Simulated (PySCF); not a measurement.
Identify the unknown among the candidates.

All candidates are C8H12O3.

* Rotational structure: rotational constants A, B, C: 2.333, 0.611, 0.551 GHz [GFN2-xTB]
* 1H NMR: chemical shifts (computed TMS as zero) by class: 3.89 (3 H), 2.69 (1 H), 2.61 (1 H), 2.30 (1 H), 2.29 (1 H), 2.27 (1 H), 2.16 (1 H), 1.87 (1 H), 1.83 (1 H), 1.65 (1 H) ppm [GIAO PBE0/pcSseg-1]
* NMR, other nuclei: isotropic shieldings of nuclei other than C and H, by class: -350 (1 O), -81 (1 O), 142 (1 O) ppm [GIAO PBE0/pcSseg-1]
* Dipole: 3.29 D [PBE0/pcSseg-1]
* 13C NMR: chemical shifts (computed TMS as zero) by class: 212.8 (1 C), 182.9 (1 C), 54.2 (1 C), 49.4 (1 C), 47.4 (1 C), 44.6 (1 C), 33.3 (1 C), 30.7 (1 C) ppm [GIAO PBE0/pcSseg-1]

The electronic properties come from PySCF, for the isolated species, density fitting. Levels stand in brackets. The structure is a single GFN2-xTB conformer in the gas phase; no vibrational or solvent corrections. Each NMR value is the plain mean over a class of atoms that symmetry, rotation or inversion makes alike.

Question: Which candidate is it?
A. `CCC#CC(=O)OCOCC`
B. `COC(=O)[C@H]1CCCC(=O)C1`
C. `C[C@@]1(OC=O)C[C@@H]2CC[C@H]1O2`
D. `COC1=CC(=O)[C@@H](OC)CC1`

Answer: B. It is `COC(=O)[C@H]1CCCC(=O)C1`. Numbering: `[CH3:1][O:2][C:3](=[O:4])[C@H:5]1[CH2:6][CH2:7][CH2:8][C:9](=[O:10])[CH2:11]1`. Its formula, C8H12O3, gives 3 degrees of unsaturation: 1 ring and 2 π bonds in the structure found. 8 carbons fall into 8 classes; from least to most shielded: ketone carbonyl carbon [C9] (212.8 ppm), ester carbonyl carbon [C3] (182.9 ppm), methoxy carbon [C1] (54.2 ppm), sp3 carbon next to a carbonyl [C5] (49.4 ppm), sp3 carbon next to a carbonyl [C11] (47.4 ppm), sp3 carbon next to a carbonyl [C8] (44.6 ppm), ring CH2 carbon [C6] (33.3 ppm), ring CH2 carbon [C7] (30.7 ppm). Hydrogen classes from least to most shielded: 3 H on a methoxy carbon, C1 (3.89 ppm), 1 H on an sp3 carbon next to a carbonyl, C11 (2.69 ppm), 1 H on an sp3 carbon next to a carbonyl, C5 (2.61 ppm), 1 H on an sp3 carbon next to a carbonyl, C8 (2.30 ppm), 1 H on an sp3 carbon next to a carbonyl, C8 (2.29 ppm), 1 H on an sp3 carbon next to a carbonyl, C11 (2.27 ppm), 1 H on a ring CH2 carbon, C7 (2.16 ppm), 1 H on a ring CH2 carbon, C6 (1.87 ppm), 1 H on a ring CH2 carbon, C6 (1.83 ppm), 1 H on a ring CH2 carbon, C7 (1.65 ppm). The other shieldings belong to: -350 ppm, ketone oxygen [O10]; -81 ppm, ester carbonyl oxygen [O4]; 142 ppm, ester single-bonded oxygen [O2]. The optimised geometry has point group C1 and is an asymmetric top.

The others, at the same levels:
- `CCC#CC(=O)OCOCC` fails: its computed 13C shifts are 161.0 (1 C), 100.2 (1 C), 84.2 (1 C), 79.1 (1 C), 63.5 (1 C), 15.9 (1 C), 15.5 (1 C), 13.9 (1 C) ppm, 1H shifts are 5.71 (2 H), 3.77 (2 H), 2.48 (2 H), 1.40 (3 H), 1.33 (3 H) ppm and rotational constant A is 2.479 GHz (against 2.333 GHz).
- `C[C@@]1(OC=O)C[C@@H]2CC[C@H]1O2` fails: its computed 13C shifts are 165.7 (1 C), 88.2 (1 C), 85.0 (1 C), 79.0 (1 C), 49.2 (1 C), 33.1 (1 C), 25.7 (1 C), 25.5 (1 C) ppm, 1H shifts are 8.01 (1 H), 4.91 (1 H), 4.38 (1 H), 1.78 (1 H), 1.77 (1 H), 1.76 (1 H), 1.70 (1 H), 1.63 (3 H), 1.51 (1 H), 1.33 (1 H) ppm and rotational constant A is 1.985 GHz (against 2.333 GHz).
- `COC1=CC(=O)[C@@H](OC)CC1` fails: its computed 13C shifts are 203.4 (1 C), 184.6 (1 C), 105.8 (1 C), 84.4 (1 C), 62.0 (1 C), 56.6 (1 C), 34.0 (1 C), 33.4 (1 C) ppm, 1H shifts are 5.07 (1 H), 4.07 (3 H), 3.81 (3 H), 3.33 (1 H), 2.62 (1 H), 2.35 (1 H), 2.00 (1 H), 1.87 (1 H) ppm and rotational constant A is 2.498 GHz (against 2.333 GHz).

Each candidate is one conformer, not necessarily the lowest. Dipoles, sizes and rotational constants follow the conformer. The torsions of the flexible species, by atom-mapped SMILES:
- `[CH3:1][CH2:2][C:3]#[C:4][C:5](=[O:6])[O:7][CH2:8][O:9][CH2:10][CH3:11]`: C4–C5–O7–C8 177°, C5–O7–C8–O9 -105°, O7–C8–O9–C10 68°, C8–O9–C10–C11 65°

The conformers of `COC(=O)[C@H]1CCCC(=O)C1`, `C[C@@]1(OC=O)C[C@@H]2CC[C@H]1O2` and `COC1=CC(=O)[C@@H](OC)CC1` aren't listed.
